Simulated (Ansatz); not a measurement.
Reaction (substitution at a C–Si bond): `FC1([SiH3])N[SiH2]1` + H–F → `FC1(F)N[SiH2]1` + SiH₄

Calculated with Ansatz (gas phase, PBE0-D4/def2-TZVP geometries, no zero-point term in ΔE). CBS: MP2 limit from def2 TZ/QZ plus the TZ coupled-cluster correction, frozen cores. This one scheme is used for every species. DFT in def2-TZVPP. B3LYP here is the variant with VWN-RPA as its local correlation; programs differ in this.

```json
{"level": "B3LYP", "ΔE (kJ/mol)": "18.0"}
{"level": "HF/def2-TZVPP", "ΔE (kJ/mol)": "3.1"}
```

Question: What does CCSD(T)/CBS give? (Best estimate.)

Answer: Computed: +43.8 kJ/mol. The listed levels differ from it by -25.8, -40.7 kJ/mol.

Largest T1 diagnostic among the species: 0.014.

In def2-TZVPP, CCSD(T) changes the Hartree–Fock value by +31.3 kJ/mol (the triples alone add +3.7 kJ/mol) and MP2 by +41.6 kJ/mol. The D4 term adds +11.0 kJ/mol with B3LYP and +6.1 kJ/mol with PBE0; it sums over pairs of atoms, weighted by their polarisabilities, and B3LYP, whose exchange is more repulsive, gets the larger term.
